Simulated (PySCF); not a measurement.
## Computed properties of Ga(OMe)(PH2)2 (CH7GaOP2), SMILES [Ga]([PH2])([PH2])[O]C

Ga(OMe)(PH2)2 (CH₇GaOP₂), SMILES [O]([Ga]([PH2])[PH2])C. Coordinates come from a B3LYP-D3(BJ)/def2-SVP optimisation. One conformer was computed; it need not be the lowest. All values are computed for the isolated molecule unless a solvent is named; none is compared with measurement here.

**Structure.** All 30 harmonic modes at B3LYP-D3(BJ)/def2-SVP (PySCF) are real, so it is a minimum. With heavy atoms numbered as in [Ga:1]([O:2][CH3:3])([PH2:7])[PH2:10], the shortest bond between them is O2–C3 at 1.403 Å and the longest Ga1–P10 at 2.348 Å.

**Vibrations.** The strongest infrared lines (harmonic, unscaled, degenerate partners summed) lie at 1130 cm⁻¹ (220 km/mol, O 44 %, C 39 %, H 16 %), 2963 cm⁻¹ (92 km/mol, H 97 %), 3032 cm⁻¹ (68 km/mol, H 91 %, C 9 %). The softest mode is at 47 cm⁻¹ and the zero-point energy is 47.6 kcal/mol.

**Electronic structure.** HF/def2-TZVP (PySCF) places the frontier levels at -9.31 and 1.68 eV, a gap of 10.99 eV, and gives a dipole moment of 1.57 D and a mean polarisability of 96.1 bohr³. PBE/def2-TZVP (PySCF) at the same geometry gives -6.01 and -1.88 eV, so its gap is 6.86 eV narrower. An orbital gap is neither the optical nor the fundamental gap.

**Excitations.** TDA-B3LYP/def2-SVPD (PySCF) has S1 at 4.76 eV (260 nm, f = 0.044, weak); the most intense of the 10 singlets computed lies at 5.36 eV (f = 0.20). T1 (TDA) is at 4.02 eV, 0.74 eV under S1. TDA-PBE/def2-SVPD (PySCF) puts S1 at 4.52 eV. No vertical singlet excitation falls in the visible range (under 3.1 eV).

**NMR.** GIAO shifts at PBE0/pcSseg-1 (PySCF) (non-relativistic, atoms alike by connectivity averaged): ¹³C at 61.2 ppm against TMS; ¹H from 1.9 to 4.2 ppm against TMS.
